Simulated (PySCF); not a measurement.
## Correlation energy of Ba⁴¹⁺ (barium, charge +41)

[Ne] 3s2 3p3, high-spin 4S determinant. Calculation: PySCF 2.14, in an even-tempered Gaussian basis (16 s from 8 bohr⁻², ratio 2.5; 10 p from 10 bohr⁻², ratio 2.5; 4 d from 42 bohr⁻², ratio 2.7; 4 f from 63 bohr⁻², ratio 2.7); the non-relativistic Hamiltonian (point nucleus). Frozen: 1s2; 13 electrons correlated; the 17 highest virtual orbitals of each spin left out.

```tsv
level	correlation energy (mhartree)
CCSD	-518.44
(T)	-0.98
CCSD(T)	-519.42
```

Diagnostics: T1 = 0.00027, D1 = 0.0009, largest double amplitude 0.025.

A non-relativistic calculation at this Z misses sizeable relativistic shifts. Spin-orbit coupling is strong in this species (close to jj coupling), so the high-spin LS determinant is a model state, not a physical level.

Cost of the coupled-cluster step: of the order of 30 core-seconds, for 13 correlated electrons.

Iterations:

```
CC2 = 0
CCSD nocc = (np.int64(8), np.int64(5)), nmo = (76, 76)
frozen orbitals [[0, 77, 78, 79, 80, 81, 82, 83, 84, 85, 86, 87, 88, 89, 90, 91, 92, 93], [0, 77, 78, 79, 80, 81, 82, 83, 84, 85, 86, 87, 88, 89, 90, 91, 92, 93]]
max_cycle = 100
direct = 0
conv_tol = 1e-08
conv_tol_normt = 1e-06
diis_space = 8
diis_start_cycle = 0
Init t2, MP2 energy = -0.50075541392918
Init E_corr(UCCSD) = -0.500755413929182
cycle = 1  E_corr(UCCSD) = -0.51471885752054  dE = -0.0139634436  norm(t1,t2) = 0.0105626
cycle = 2  E_corr(UCCSD) = -0.517631767890822  dE = -0.00291291037  norm(t1,t2) = 0.00240084
cycle = 3  E_corr(UCCSD) = -0.518442215371003  dE = -0.00081044748  norm(t1,t2) = 0.000566007
cycle = 4  E_corr(UCCSD) = -0.518437311687891  dE = 4.90368311e-06  norm(t1,t2) = 1.64066e-05
cycle = 5  E_corr(UCCSD) = -0.518437310581042  dE = 1.10684906e-09  norm(t1,t2) = 1.1154e-07
UCCSD converged
E(UCCSD) = -6397.969897942188  E_corr = -0.5184373105810419
UCCSD(T) correction = -0.000977415204453771
```

At this charge a non-relativistic calculation is a model, useful for the Z dependence of the correlation energy.

Spin-orbit coupling is strong in this species, so the high-spin LS determinant is a model state.
